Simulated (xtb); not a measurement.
xtb input:

```bash
xtb mol.xyz --gfn 2 --sp --chrg 0 --uhf 0
```
mol.xyz:
```
7

O     -1.11172776     1.26004592     0.20468197
Al     0.00000000     0.00000000     0.00000000
O      1.63474084     0.34869715    -0.26754759
O     -0.52301309    -1.60874307     0.06286562
H     -0.86202578     2.18455513     0.17704349
H      2.29916745    -0.33077131    -0.38875870
H     -1.43714167    -1.85378382     0.21171521
```

Problem. What final total energy does it print?

Solution. -14.96971 Eh (GFN2-xTB).
